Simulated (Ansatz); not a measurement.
A set of 12 reactions (hydrogenolysis), with CCSD(T)/CBS values in kJ/mol:

```json
{"reaction": "`C=C[Te][SiH3]` + H₂ → `[SiH3][TeH]` + `C=C`", "ΔE": "-49.8"}
{"reaction": "`[NH2][Ge]([F])([F])[F]` + H₂ → `[F][GeH]([F])[F]` + NH₃", "ΔE": "2.8"}
{"reaction": "`CSC(O)=S` + H₂ → `CSC=S` + H₂O", "ΔE": "-49.9"}
{"reaction": "`[Li][O][Si](C)(C)C` + H₂ → `[LiH]` + `C[Si](C)(C)O`", "ΔE": "167.5"}
{"reaction": "`O[SiH2]O[SiH](Cl)Cl` + H₂ → `[SiH3]O[SiH](Cl)Cl` + H₂O", "ΔE": "91.1"}
{"reaction": "`C[Si](O)(Cl)Br` + H₂ → `C[SiH](Cl)Br` + H₂O", "ΔE": "90.1"}
{"reaction": "`N[Si](O)(O)F` + H₂ → `N[SiH](O)O` + H–F", "ΔE": "144.3"}
{"reaction": "`C[NH][Al]([OH])[OH]` + H₂ → `C[NH][AlH][OH]` + H₂O", "ΔE": "111.5"}
{"reaction": "`CS[SiH2][AlH][NH2]` + H₂ → `[NH2][AlH][SiH3]` + CH₃SH", "ΔE": "35.0"}
{"reaction": "`NC=C(F)F` + H₂ → `N/C=C\\F` + H–F", "ΔE": "-103.5"}
{"reaction": "`[NH2][GeH]([OH])[CH2]F` + H₂ → `[NH2][GeH2][CH2]F` + H₂O", "ΔE": "21.5"}
{"reaction": "`BO[SiH2]SC` + H₂ → `BO[SiH3]` + CH₃SH", "ΔE": "48.5"}
```

Computed with Ansatz on PBE0-D4/def2-TZVP structures; ΔE is electronic, products minus reactants. CBS: MP2 limit from def2 TZ/QZ plus the TZ coupled-cluster correction, frozen cores. This one scheme is used for every species. DFT in def2-TZVPP. B3LYP here is the variant with VWN-RPA as its local correlation; programs differ in this. Elements past krypton have def2 core potentials. For Br, Ge, Li, Te outer-core shells are correlated without core-valence functions, which leaves a few kJ/mol of doubt a bond. Scalar relativity is left out up to krypton. One conformer a species, not always the lowest.

(1) Give the mean, mean absolute and largest difference (level minus CCSD(T)/CBS, kJ/mol) for: r2SCAN-D4, PBE0-D4, ωB97M-V, PBE, r2SCAN, PBE0, B3LYP, HF/def2-TZVPP, MP2/def2-TZVPP, SCS-MP2/def2-TZVPP, HF/def2-QZVPP, MP2/def2-QZVPP, HF/CBS(def2), MP2/CBS(def2). (Best estimate.)

The largest T1 diagnostic in the set is 0.016, for `CSC=S` (customary mark 0.02).

CCSD(T)/CBS is a level of theory with its own doubt, and the functionals carry their triple-zeta basis error, so these figures describe this set and don't rank the functionals.

## Answers

(1) Computed: 
```json
{"level": "r2SCAN-D4", "mean": "6.8", "mean absolute": "7.8", "largest": "21.2"}
{"level": "PBE0-D4", "mean": "-1.4", "mean absolute": "6.1", "largest": "-13.8"}
{"level": "ωB97M-V", "mean": "0.9", "mean absolute": "6.0", "largest": "14.9"}
{"level": "PBE", "mean": "-3.0", "mean absolute": "8.6", "largest": "19.3"}
{"level": "r2SCAN", "mean": "5.5", "mean absolute": "7.1", "largest": "20.9"}
{"level": "PBE0", "mean": "-5.7", "mean absolute": "9.0", "largest": "-15.8"}
{"level": "B3LYP", "mean": "-5.9", "mean absolute": "8.2", "largest": "-17.8"}
{"level": "HF/def2-TZVPP", "mean": "-14.5", "mean absolute": "16.0", "largest": "-37.8"}
{"level": "MP2/def2-TZVPP", "mean": "5.4", "mean absolute": "5.4", "largest": "8.1"}
{"level": "SCS-MP2/def2-TZVPP", "mean": "1.0", "mean absolute": "2.9", "largest": "-6.2"}
{"level": "HF/def2-QZVPP", "mean": "-14.5", "mean absolute": "16.1", "largest": "-37.2"}
{"level": "MP2/def2-QZVPP", "mean": "6.0", "mean absolute": "6.4", "largest": "10.7"}
{"level": "HF/CBS(def2)", "mean": "-14.5", "mean absolute": "16.1", "largest": "-37.1"}
{"level": "MP2/CBS(def2)", "mean": "6.3", "mean absolute": "7.2", "largest": "12.2"}
```
